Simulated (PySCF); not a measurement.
Vibration and rotation of InS

UHF-CCSD(T) constants of InS, ²Π (doublet), unpaired electrons π ↑ (In def2-SVPD with ECP28, S def2-SVPD; scalar-relativistic core potentials (PySCF 2.14); masses 114.9039 and 31.9721 u):

| Quantity | Value |
| --- | --- |
| ωe | 284.7 cm⁻¹ |
| ωexe | 0.883 cm⁻¹ |
| Be | 0.10201 cm⁻¹ |
| αe | 0.000459 cm⁻¹ |
| D (centrifugal) | 5.24e-08 cm⁻¹ |
| De to In + S | 2.83 eV |

(1) Give the vibrational terms G(v) and spacings up to v = 6.

(2) How well does the Morse estimate ωe²/(4ωexe) reproduce De, and what is D0?

Correlated steps freeze 9 core orbitals. Correlated levels converge slowly with the basis: in double zeta they bind strong bonds too weakly, by up to about 1 eV, and carry superposition errors of some tenths. Spin–orbit coupling is left out, which matters for elements this heavy, above all for dissociation energies. The state is the lowest determinant that a PBE0 search found; another state may lie lower at other levels.

## Answers

(1) G(v) = ωe(v+½) − ωexe(v+½)².

```tsv
v	G(v) (cm⁻¹)	G(v) − G(v−1)	Bv (cm⁻¹)
0	142.1		0.1018
1	425.1	282.9	0.1013
2	706.2	281.2	0.1009
3	985.6	279.4	0.1004
4	1263.3	277.6	0.0999
5	1539.1	275.9	0.0995
6	1813.2	274.1	0.0990
```

(2) It gives 2.85 eV, 101 % of the computed De. D0 = De − G(0) = 2.83 − 0.02 = 2.81 eV.
